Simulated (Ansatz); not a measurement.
CH₅FOSeSi, SMILES `CO[SiH](F)[SeH]`, 10 atoms. Charge 0, multiplicity 1. Correlated methods include outer-core shells of Se, which these sets cover unevenly. Scalar relativity is left out up to krypton. All runs use 4 threads of an Intel Xeon Platinum 8488C on a shared host. Correlated methods freeze the cores.

Give the basis size and wall time and peak host memory of each of these runs in Ansatz. RKS ωB97M-V/def2-TZVPP energy and forces; RHF-MP2/def2-QZVPP energy; RKS PBE0-D4/def2-TZVP relaxation (13 steps); direct RPA on PBE orbitals/def2-TZVPP energy; RKS ωB97M-V/def2-QZVPP energy; RKS HSE06 (plane-wave form)-D4/def2-TZVPP energy; RKS ωB97M-V/def2-SVP energy; RKS PBE0-D4/def2-SVP energy; RKS B3LYP-D4/def2-TZVPP energy and forces; RHF-CCSD(T)/def2-TZVPP energy; RKS PBE0-D4/def2-QZVPP energy; RHF-CCSD(T)/def2-SVP energy. (Estimate.)

Computed: Other jobs shared the machine, so times are rough.

```csv
level,job,functions,wall time,peak host memory (GiB)
RKS PBE0-D4/def2-SVP,energy,117,1 s,0.28
RKS HSE06 (plane-wave form)-D4/def2-TZVPP,energy,253,2.6 s,0.81
RKS ωB97M-V/def2-SVP,energy,117,3.1 s,0.41
RKS B3LYP-D4/def2-TZVPP,energy and forces,253,3.6 s,0.82
direct RPA on PBE orbitals/def2-TZVPP,energy,253,4 s,0.63
RHF-CCSD(T)/def2-SVP,energy,117,6 s,0.65
RKS PBE0-D4/def2-QZVPP,energy,480,7 s,2.1
RKS ωB97M-V/def2-TZVPP,energy and forces,253,8 s,1
RKS ωB97M-V/def2-QZVPP,energy,480,14 s,2.4
RHF-MP2/def2-QZVPP,energy,480,18 s,3
RKS PBE0-D4/def2-TZVP,relaxation (13 steps),208,38 s,0.66
RHF-CCSD(T)/def2-TZVPP,energy,253,2.3 min,5.8
```

B3LYP here is the variant with VWN-RPA as its local correlation; programs differ in this.
